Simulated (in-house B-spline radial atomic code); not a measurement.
Multiplet parameters of the 2p4 shell in K¹¹⁺ ([He] 2s2 2p4). Computed with a radial B-spline atomic code at the basis-set limit: non-relativistic Hartree-Fock, average of configuration, point nucleus.

Slater integrals: F^2 = 291470 cm⁻¹. Central-field spin-orbit parameter ζ(2p) = 17570 cm⁻¹ (bare central field on non-relativistic orbitals, without two-electron terms: too large for light atoms, too small for heavy ones).

With F₂ = F^2/25 = 11659 cm⁻¹:

Where do the terms lie in LS coupling, without spin-orbit interaction?

In cm⁻¹ above the Hund's-rule term:
| term | expression | energy |
| --- | --- | --- |
| 3P | 0 F₂ | 0 |
| 1D | 6 F₂ | 69953 |
| 1S | 15 F₂ | 174882 |

Is LS coupling a fair picture here?

Fits to spectra need these integrals scaled down, since correlation screens the repulsion. Here ζ is 1.51 times F₂, so the coupling is intermediate: spin-orbit interaction mixes the terms, and LS labels name only the largest part.
